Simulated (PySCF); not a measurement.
CH4BBrO, SMILES BrB(C)O.

Coordinates come from a PBE0-D3(BJ)/def2-SVP optimisation. Other conformers were not sampled.

Computed with PBE0-D3(BJ)/def2-SVP run with PySCF.

Frequencies are harmonic and unscaled.

Question: Estimate the vibrational spectrum. (The exact figures need the calculation; the answer reports its results.)

Answer: 
```
mode  ν (cm⁻¹)  IR (km/mol)   moving atoms (share of kinetic energy)
----  --------  -----------  ---------------------------------------
1           82          1.6                                   H 97 %
2          255          1.0  C 37 %, H 29 %, Br 13 %, O 12 %, B 10 %
3          328         12.2                  O 54 %, Br 20 %, H 15 %
4          410          1.3                           B 54 %, H 42 %
5          531         32.0  B 30 %, C 23 %, H 19 %, O 18 %, Br 11 %
6          637        127.6                           H 82 %, O 12 %
7          848          3.2                   H 56 %, C 27 %, O 13 %
8          872          8.9                   H 56 %, B 24 %, C 20 %
9          940         82.4                   H 66 %, B 18 %, C 13 %
10        1154        374.5                   H 50 %, B 36 %, O 11 %
11        1308         92.2                   H 62 %, C 21 %, B 11 %
12        1404        104.2                           H 69 %, B 19 %
13        1429          9.3                                   H 96 %
14        1467        146.0                   B 46 %, H 34 %, O 14 %
15        3062          0.1                                   H 97 %
16        3151          0.7                            H 91 %, C 9 %
17        3178          6.2                           H 90 %, C 10 %
18        3886         95.9                                   H 94 %
```
